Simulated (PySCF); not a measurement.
## Static response to an electric field

Compound: C5H7F3O.
SMILES with atom numbers: `[OH:1][CH2:2][C@@H:3]1[CH2:4][C@@H:5]1[C:6]([F:7])([F:8])[F:9]` (hydrogens: H10 on O1; H11, H12 on C2; H13 on C3; H14, H15 on C4; H16 on C5)

Cartesian coordinates in Å at the GFN2-xTB level; atoms count from 1:
```xyz
16
C5H7F3O angstrom
O      1.825    1.667    0.217
C      1.398    0.489   -0.418
C      0.792   -0.503    0.559
C     -0.104   -1.603    0.089
C     -0.677   -0.481    0.909
C     -1.608    0.517    0.284
F     -1.248    1.792    0.553
F     -2.858    0.382    0.753
F     -1.694    0.435   -1.051
H      1.056    2.157    0.534
H      2.302    0.048   -0.850
H      0.701    0.707   -1.236
H      1.458   -0.718    1.386
H     -0.032   -2.575    0.549
H     -0.359   -1.631   -0.960
H     -0.960   -0.676    1.936
```

Level: CAM-B3LYP/def2-SVPD (PySCF), static field, nuclei fixed, core orbitals frozen in the response. The polarisability tensor in these axes (au):

```
x   68.09  1.31 -2.18
y    1.31 65.92  1.00
z   -2.18  1.00 58.13
```

Q: Give the principal values, the mean and the anisotropy Δα = √{½[(α1 − α2)² + (α2 − α3)² + (α1 − α3)²]}.

A: Principal values 57.49, 65.70 and 68.95 au; mean 64.05 au = 9.49 Å³ = 10.56 × 10⁻⁴⁰ C²·m²/J; Δα = 10.24 au (16 % of the mean).

Q: What is the dipole moment, and where does it point?

A: (0.17, -2.45, 0.58) D, 2.52 D in size, pointing from the negative to the positive side. Measured along this direction, the outermost atoms are H10 at the negative end and H14 at the positive end.

Q: In a dilute gas of rigid molecules at 350 K, how does the orientational term μ²/3kT compare with the electronic polarisability?

A: In Gaussian units μ²/3kT = 43.90 Å³ against 9.49 Å³, a ratio of 4.63; the Debye molar polarisation (4π/3)N_A(α + μ²/3kT) is 134.7 cm³/mol, leaving out the vibrational part.

Q: What would n − 1 = 2πNα be for an ideal gas of these molecules at 298.15 K and 1 atm, electronic part alone?

A: N = p/kT = 2.4615 × 10¹⁹ cm⁻³, so n − 1 = 2π × N × 9.49 × 10⁻²⁴ cm³ = 1468 × 10⁻⁶ at long wavelengths, for an ideal gas.

Q: Along which axes do the principal values lie, and how far do the nuclei extend along each?

A: Largest value along (0.92, 0.35, -0.15), where the nuclei span 4.90 Å; middle along (-0.31, 0.93, 0.21), 4.42 Å; least along (0.22, -0.15, 0.96), 3.21 Å. The response follows the extents in order.

Isolated species at its GFN2-xTB geometry (one conformer only).

The run behind these numbers computed excited states as well. Hardware: one thread of an x86-64 server (shared host). Cost: 1.7 min of wall time.
